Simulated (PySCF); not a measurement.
# GeB: from constants to spectrum

UHF-CCSD(T) constants of GeB, ⁴Σ⁻ (quartet), unpaired electrons σ ↑, π ↑↑ (Ge def2-TZVPP, B def2-TZVPP; no relativity (PySCF 2.14); masses 73.9212 and 11.0093 u):

| Item | Value |
| --- | --- |
| ωe | 636.2 cm⁻¹ |
| ωexe | 3.77 cm⁻¹ |
| Be | 0.44311 cm⁻¹ |
| αe | 0.00375 cm⁻¹ |
| D (centrifugal) | 8.6e-07 cm⁻¹ |
| De to Ge + B | 2.95 eV |

(1) Give the vibrational terms G(v) and spacings up to v = 6.

(2) How well does the Morse estimate ωe²/(4ωexe) reproduce De, and what is D0?

Correlated steps freeze 10 core orbitals. Spin–orbit coupling is left out. The state was picked by a PBE0 search and need not be the measured ground state.

Results:

(1) G(v) = ωe(v+½) − ωexe(v+½)².

```csv
v,G(v) (cm⁻¹),G(v) − G(v−1),Bv (cm⁻¹)
0,317.2,,0.4412
1,945.8,628.7,0.4375
2,1566.9,621.1,0.4337
3,2180.5,613.6,0.4300
4,2786.6,606.0,0.4262
5,3385.1,598.5,0.4225
6,3976.0,591.0,0.4187
```

(2) It gives 3.33 eV, 113 % of the computed De. D0 = De − G(0) = 2.95 − 0.04 = 2.91 eV.
